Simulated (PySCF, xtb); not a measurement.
TaOF2, SMILES [O]=[Ta]([F])[F] (connectivity only; charge and spin as stated), neutral, multiplicity 2.

Harmonic wavenumbers (cm⁻¹) from GFN2-xTB run with xtb at its own minimum, in rising order: 113, 128, 166, 411, 445, 736.

### Question
What does PySCF with PBE-D3(BJ)/def2-TZVP give at its own minimum? (Estimate from the structure and the level; the computed values follow.)

### Answer
47, 163, 249, 649, 656, 978. Paired by order, the mean absolute difference is 146 cm⁻¹ and the zero-point energies are 2.9 and 3.9 kcal/mol.
